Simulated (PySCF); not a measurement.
Bonds (- single, = double, # triple, : aromatic): F1-C2 1.340 Å, C2-F3 1.345 Å, C2-F4 1.347 Å, C2-C5 1.495 Å, C5=C6 1.300 Å, C6=C7 1.290 Å, C7-Si8 1.899 Å, Si8-Cl9 2.007 Å, Si8-Cl10 2.013 Å. C5 carries H11; C7 carries H12; Si8 carries H13.

- geometry from GFN2-xTB
- σ from GIAO-PBE0/pcSseg-1
- code: PySCF 2.14.0 with density-fitted response routines
- rapidly exchanging positions averaged, one conformer, non-relativistic Hamiltonian, gas phase

Question: List the cross peaks expected in HSQC, COSY and HMBC spectra.

Answer: 

HSQC (one-bond C–H):
```csv
δH,δC
5.66 (H12),94.6 (C7)
5.51 (H11),89.3 (C5)
```

COSY cross peaks (H two or three bonds apart, from the bond graph; peaks can be absent where the dihedral angle is near 90°):
```csv
δH,δH
6.00 (H13),5.66 (H12)
```

HMBC (two and three bonds, from the bond graph):
```csv
δH,δC
6.00 (H13),"222.3 (C6), 94.6 (C7)"
5.66 (H12),"222.3 (C6), 89.3 (C5)"
5.51 (H11),"222.3 (C6), 133.3 (C2), 94.6 (C7)"
```

Referencing at the same level of theory: 1H (31.72 ppm) and 13C (186.93 ppm) against TMS.

Shifts are as computed. Against solution values, carbons near 30 ppm lie about +3 ppm off and those near 130 ppm about +5 ppm. Of 1211 compounds with measured shifts, 218 miss one by over three times the rms of a fit or turn the order of signals round; such compounds aren't used in these exercises.
